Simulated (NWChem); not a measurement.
System: ScF$_{3}$; SMILES [F][Sc]([F])[F]

The following NWChem deck was run.

```
start job
memory heap 200 mb stack 900 mb global 1100 mb
geometry units angstroms noautoz
  Sc     0.000000     0.000000     0.000000
  F     -1.289432    -1.289432     0.000000
  F     -0.471965     1.761397     0.000000
  F      1.761397    -0.471965     0.000000
end
basis spherical
  * library def2-tzvp
end
dft
  xc hfexch
  iterations 150
  mulliken
end
task dft energy
```

Parts of the log:

```
             Northwest Computational Chemistry Package (NWChem) 7.3.0
             --------------------------------------------------------

 D3H symmetry detected

                             Geometry "geometry" -> ""
                             -------------------------

 Output coordinates in angstroms (scale by  1.889725989 to convert to a.u.)

  No.       Tag          Charge          X              Y              Z
 ---- ---------------- ---------- -------------- -------------- --------------
    1 Sc                  21.0000    -0.00000000    -0.00000000     0.00000000
    2 F                    9.0000     1.28943208     1.28943208     0.00000000
    3 F                    9.0000     0.47196490    -1.76139697     0.00000000
    4 F                    9.0000    -1.76139697     0.47196490     0.00000000

 Effective nuclear repulsion energy (a.u.)     205.2527429945

      Symmetry information
      --------------------

 Group name             D3h
 Group number             27
 Group order              12
 No. of unique centers     2

  xc_inp: hfexch multiplicative factor not found.

                                 NWChem DFT Module
                                 -----------------

 Summary of "ao basis" -> "ao basis" (spherical)
 ------------------------------------------------------------------------------
       Tag                 Description            Shells   Functions and Types
 ---------------- ------------------------------  ------  ---------------------
 Sc                        def2-tzvp                15       45   6s4p4d1f
 F                         def2-tzvp                11       31   5s3p2d1f

      Symmetry analysis of basis
      --------------------------

        a1'        25
        a1"         3
        a2'         8
        a2"        12
        e'         60
        e"         30

  Rotation of axis

            General Information
            -------------------
          SCF calculation type: DFT
          Wavefunction type:  closed shell.
          No. of atoms     :     4
          No. of electrons :    48
           Alpha electrons :    24
            Beta electrons :    24
          Charge           :     0
          Spin multiplicity:     1
          Use of symmetry is: on ; symmetry adaption is: on
          Maximum number of iterations: 150
          AO basis - number of functions:   138
                     number of shells:    48
          Convergence on energy requested:  1.00D-06
          Convergence on density requested:  1.00D-05
          Convergence on gradient requested:  5.00D-04

              XC Information
              --------------
                     Hartree-Fock (Exact) Exchange  1.000

      Superposition of Atomic Density Guess
      -------------------------------------

 Sum of atomic energies:       -1057.98175931

      Non-variational initial energy
      ------------------------------

 Total energy =   -1057.623665
 1-e energy   =   -1866.031518
 2-e energy   =     603.155110
 HOMO         =      -0.665652
 LUMO         =      -0.107781

      Symmetry analysis of molecular orbitals - initial
      -------------------------------------------------

  Numbering of irreducible representations:

     1 a1'         2 a1"         3 a2'         4 a2"         5 e'
     6 e"

  Orbital symmetries:

     1 a1'         2 a1'         3 e'          4 e'          5 a1'
     6 e'          7 e'          8 a2"         9 a1'        10 e'
    11 e'         12 a1'        13 a2"        14 e'         15 e'
    16 a1'        17 e'         18 e'         19 e"         20 e"
    21 a2"        22 a2'        23 e'         24 e'         25 a1'
    26 a1'        27 e"         28 e"         29 e'         30 e'
    31 a2"        32 a1'        33 e"         34 e"

     ---------------------------------------------
      Total Density - Mulliken Population Analysis
     ---------------------------------------------

    Atom       Charge   Shell Charges
 -----------   ------   -------------------------------------------------------
    1 Sc  21    18.65   2.00  2.00  1.17  0.83  0.10  0.01  5.99  4.78  1.27  0.07  0.07  0.21  0.06  0.01  0.08
    2 F    9     9.78   0.77  1.20  0.62  1.03  0.34  2.46  2.42  0.94  0.00  0.00  0.00
    3 F    9     9.78   0.77  1.20  0.62  1.03  0.34  2.46  2.42  0.94  0.00  0.00  0.00
    4 F    9     9.78   0.77  1.20  0.62  1.03  0.34  2.46  2.42  0.94  0.00  0.00  0.00

   convergence    iter        energy       DeltaE   RMS-Dens  Diis-err
 ---------------- ----- ----------------- --------- --------- ---------
 d= 0,ls=0.0,diis     1  -1058.2799754174 -1.26D+03  6.30D-03  2.18D+00
 d= 0,ls=0.0,diis     2  -1058.3716343896 -9.17D-02  2.44D-03  1.58D+00
 d= 0,ls=0.0,diis     3  -1058.4802695022 -1.09D-01  2.11D-04  1.87D-03
 d= 0,ls=0.0,diis     4  -1058.4805808505 -3.11D-04  6.37D-05  1.18D-04
 d= 0,ls=0.0,diis     5  -1058.4806059394 -2.51D-05  1.90D-05  8.58D-06
  Resetting Diis
 d= 0,ls=0.0,diis     6  -1058.4806080296 -2.09D-06  4.29D-06  3.81D-07
 d= 0,ls=0.0,diis     7  -1058.4806081446 -1.15D-07  8.17D-07  2.75D-08

         Total DFT energy =    -1058.480608144601
      One electron energy =    -1869.160075772077
           Coulomb energy =      673.993931380371
    Exchange-Corr. energy =      -68.567206747349
 Nuclear repulsion energy =      205.252742994455

 Numeric. integr. density =        0.000000000000

                  Occupations of the irreducible representations
                  ----------------------------------------------

                     irrep           alpha         beta
                     --------     --------     --------
                     a1'               6.0          6.0
                     a1"               0.0          0.0
                     a2'               1.0          1.0
                     a2"               3.0          3.0
                     e'               12.0         12.0
                     e"                2.0          2.0

                       DFT Final Molecular Orbital Analysis
                       ------------------------------------

 Vector   22  Occ=2.000000D+00  E=-6.093268D-01  Symmetry=e'
              MO Center=  1.4D-01,  2.3D-02,  7.9D-16, r^2= 3.7D+00
   Bfn.  Coefficient  Atom+Function         Bfn.  Coefficient  Atom+Function
  ----- ------------  ---------------      ----- ------------  ---------------
   113      0.255758  4 F  px                52      0.253758  2 F  py
   116      0.230774  4 F  px                55      0.227622  2 F  py
    83     -0.220980  3 F  py                86     -0.199077  3 F  py
    10      0.194431  1 Sc px                82     -0.167538  3 F  px
    85     -0.149689  3 F  px               119      0.148221  4 F  px

 Vector   23  Occ=2.000000D+00  E=-6.093268D-01  Symmetry=e'
              MO Center= -1.4D-01, -2.3D-02, -3.7D-16, r^2= 3.7D+00
   Bfn.  Coefficient  Atom+Function         Bfn.  Coefficient  Atom+Function
  ----- ------------  ---------------      ----- ------------  ---------------
   114      0.292422  4 F  py               117      0.261936  4 F  py
    82      0.239716  3 F  px                51     -0.235022  2 F  px
    85      0.215001  3 F  px                54     -0.211698  2 F  px
    11     -0.194431  1 Sc py               120      0.167748  4 F  py
    88      0.137761  3 F  px                57     -0.135876  2 F  px

 Vector   24  Occ=2.000000D+00  E=-6.068236D-01  Symmetry=a2'
              MO Center=  3.0D-12, -4.0D-13, -7.4D-29, r^2= 3.7D+00
   Bfn.  Coefficient  Atom+Function         Bfn.  Coefficient  Atom+Function
  ----- ------------  ---------------      ----- ------------  ---------------
    82      0.269887  3 F  px               114     -0.269887  4 F  py
    85      0.235430  3 F  px               117     -0.235430  4 F  py
    51     -0.197571  2 F  px                52      0.197571  2 F  py
    54     -0.172347  2 F  px                55      0.172347  2 F  py
    88      0.161476  3 F  px               120     -0.161476  4 F  py

 Vector   25  Occ=0.000000D+00  E= 4.368120D-03  Symmetry=a1'
              MO Center= -5.9D-15,  5.2D-15,  2.0D-15, r^2= 6.8D+00
   Bfn.  Coefficient  Atom+Function         Bfn.  Coefficient  Atom+Function
  ----- ------------  ---------------      ----- ------------  ---------------
     6      0.952909  1 Sc s                 36      0.226985  1 Sc d  0
    31      0.188209  1 Sc d  0              21      0.172157  1 Sc d  0
    26      0.165217  1 Sc d  0               4     -0.145540  1 Sc s
     3     -0.126653  1 Sc s                  5     -0.070840  1 Sc s
     2      0.050960  1 Sc s                 50     -0.038644  2 F  s

 Vector   26  Occ=0.000000D+00  E= 1.037547D-01  Symmetry=a1'
              MO Center=  2.6D-14, -1.1D-14, -4.3D-15, r^2= 1.0D+01
   Bfn.  Coefficient  Atom+Function         Bfn.  Coefficient  Atom+Function
  ----- ------------  ---------------      ----- ------------  ---------------
     5      1.833773  1 Sc s                  6     -1.751924  1 Sc s
    36      0.422085  1 Sc d  0               4     -0.273937  1 Sc s
    21      0.260597  1 Sc d  0              26      0.194411  1 Sc d  0
    89     -0.160368  3 F  py               119     -0.160368  4 F  px
    57      0.117397  2 F  px                58      0.117397  2 F  py

 Vector   27  Occ=0.000000D+00  E= 1.149734D-01  Symmetry=e"
              MO Center= -2.5D-03, -9.2D-02,  4.4D-15, r^2= 8.2D+00
   Bfn.  Coefficient  Atom+Function         Bfn.  Coefficient  Atom+Function
  ----- ------------  ---------------      ----- ------------  ---------------
    37      0.736727  1 Sc d  1              35     -0.316761  1 Sc d -1
    22      0.252884  1 Sc d  1              27      0.238099  1 Sc d  1
    59      0.198435  2 F  pz               121     -0.167724  4 F  pz
    32      0.154388  1 Sc d  1              20     -0.108729  1 Sc d -1
    53      0.107016  2 F  pz                25     -0.102373  1 Sc d -1

[...]
```

Level: Hartree-Fock/def2-TZVP. Geometry: optimised at B3LYP/6-31G* (spherical d).
